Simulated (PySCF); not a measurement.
# Bonding in `C=CP(=O)(C=C)C=C`

Compound: C₆H₉OP.
SMILES with atom numbers: `[CH2:1]=[CH:2][P:3](=[O:4])([CH:5]=[CH2:6])[CH:7]=[CH2:8]` (hydrogens: H9, H10 on C1; H11 on C2; H12 on C5; H13, H14 on C6; H15 on C7; H16, H17 on C8)

Structure used (PBE0-D3(BJ)/def2-TZVP), in Å, numbered top down from 1:
```xyz
17
C6H9OP angstrom
C     -1.968   -1.819    0.484
C     -0.943   -1.414   -0.254
P     -0.082    0.103    0.178
O     -0.628    0.792    1.368
C     -0.129    1.083   -1.327
C     -0.625    2.313   -1.293
C      1.639   -0.389    0.338
C      2.298   -0.118    1.456
H     -2.518   -2.726    0.256
H     -2.282   -1.237    1.345
H     -0.614   -1.977   -1.124
H      0.247    0.648   -2.250
H     -0.674    2.935   -2.180
H     -0.997    2.725   -0.360
H      2.115   -0.910   -0.489
H      3.336   -0.400    1.595
H      1.799    0.401    2.269
```

Bond orders from the PBE0/pcSseg-2 density (PySCF). The structure is a single PBE0-D3(BJ)/def2-TZVP conformer in the gas phase; no vibrational or solvent corrections.

Q: Where do the orders between heavy atoms depart from those drawn in the SMILES?

A: The largest departure is 0.196, at P3–O4 (drawn double, 1.804).

Q: Set the Mayer orders of the bonds between heavy atoms beside their lengths.

A: 
```
 bond  drawn as  length (Å)  Mayer order
C1–C2    double       1.326        1.909
C2–P3    single       1.797        0.940
P3–O4    double       1.480        1.804
P3–C5    single       1.797        0.941
C5–C6    double       1.326        1.909
P3–C7    single       1.797        0.941
C7–C8    double       1.326        1.910
```

Q: And the bonds to hydrogen?

A: C–H: 0.95 to 1.00 (9 bonds).

Q: Sum the orders of all bonds at each heavy atom with more than one neighbour and set the sums beside the valence in the SMILES.

A: C1 3.900 (drawn 4), C2 3.804 (drawn 4), P3 4.626 (drawn 5), C5 3.805 (drawn 4), C6 3.900 (drawn 4), C7 3.805 (drawn 4), C8 3.901 (drawn 4). Orders between atoms that aren't bonded are not in these sums.

Mayer orders depend on the basis set.

The run behind these numbers computed NMR shieldings as well. Time: 2.7 min wall, 5.8 min CPU (with the writing of density and orbital grids); peak memory 2.8 GiB. Hardware: 2 threads, Intel Xeon at 2.70 GHz (x86_64), shared host with 64 logical CPUs at a one-minute load of 61.
